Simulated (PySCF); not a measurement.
Isomers of [C5H5O2]- (charge -1). Computed with PySCF 2.14.0, PBE0-D3(BJ)/def2-SVP geometry optimisation, gas phase. Energies are electronic, without zero-point or thermal terms, for one conformer each. No frequencies were run at this level. Point groups hold within 0.08 Å.

Task: Rank from lowest to highest electronic energy at this level (kJ/mol).
A. `[O:1]=[CH:2]/[CH:3]=[CH:4]\[CH:5]=[CH:6]\[O-:7]` (charge -1) with O1–C2–C3–C4 180°, C3–C4–C5–C6 180°
B. `[CH2:1]=[C:2]1[CH2:3][C@H:4]1[C:5](=[O:6])[O-:7]` (charge -1) with C3–C4–C5–O6 -167°

Result: A (0.0), B (74.3).

As drawn, the higher has a three-membered ring, which the lower lacks.

| SMILES | E (Eh) | E rel (kJ/mol) | dipole about centre of mass (D) | point group | A, B, C (MHz) |
| --- | --- | --- | --- | --- | --- |
| O=C/C=C\C=C\[O-] | -343.36991 | 0.0 | 1.54 | Cs | 12965, 945.2, 881.0 |
| C=C1C[C@H]1C(=O)[O-] | -343.34161 | 74.3 | 5.45 | C1 | 5126, 1907, 1759 |
